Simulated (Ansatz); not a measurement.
Ge₂Te₃⁻, relaxed as a doublet with UKS PBE-D4/def2-SVPD in Ansatz, starting from the GFN1-xTB geometry. Force threshold 0.02 eV/Å.

In the def2 sets Te takes a core potential; there is no spin–orbit coupling. The relaxation made no stability test and no search for a lower SCF solution. Another isomer (doublet) lies 0.70 eV lower at PBE0-D4/def2-TZVPD; other spin states weren't run for this one.

Start:

```xyz
5

Ge    1.3273    0.6393    0.3793
Ge   -2.2650    0.4786   -1.2841
Te    1.0063   -1.4256   -1.0781
Te   -1.0169    1.8019    0.3121
Te    0.9484   -1.4942    1.6708
```

```json
{"step": "1", "energy (eV)": "-134889.6800", "largest force component (eV/Å)": "2.313", "SCF passes": "25"}
{"step": "2", "energy (eV)": "-134890.1116", "largest force component (eV/Å)": "0.635", "SCF passes": "37"}
{"step": "3", "energy (eV)": "-134890.3271", "largest force component (eV/Å)": "0.662", "SCF passes": "36"}
{"step": "4", "energy (eV)": "-134890.6774", "largest force component (eV/Å)": "0.864", "SCF passes": "28"}
{"step": "5", "energy (eV)": "-134891.0254", "largest force component (eV/Å)": "0.421", "SCF passes": "28"}
{"step": "6", "energy (eV)": "-134891.0340", "largest force component (eV/Å)": "0.803", "SCF passes": "28"}
{"step": "7", "energy (eV)": "-134891.1238", "largest force component (eV/Å)": "0.174", "SCF passes": "29"}
{"step": "8", "energy (eV)": "-134891.1473", "largest force component (eV/Å)": "0.162", "SCF passes": "30"}
{"step": "9", "energy (eV)": "-134891.1540", "largest force component (eV/Å)": "0.054", "SCF passes": "23"}
{"step": "10", "energy (eV)": "-134891.1550", "largest force component (eV/Å)": "0.025", "SCF passes": "23"}
{"step": "11", "energy (eV)": "-134891.1553", "largest force component (eV/Å)": "0.009", "SCF passes": "24"}
```

Force components are those of the run's own axes.

End:

```xyz
5

Ge    1.347    0.607    0.368
Ge   -1.728    0.332   -1.514
Te    0.345   -1.313   -1.349
Te   -1.192    1.826    0.517
Te    1.228   -1.452    1.977
```

Bonds formed: Ge2–Te3 (atoms count from 1).

No frequencies were taken in this run, so the end may be a saddle point.

It took 57 s on 4 threads of Arm Neoverse V1 on a shared host.
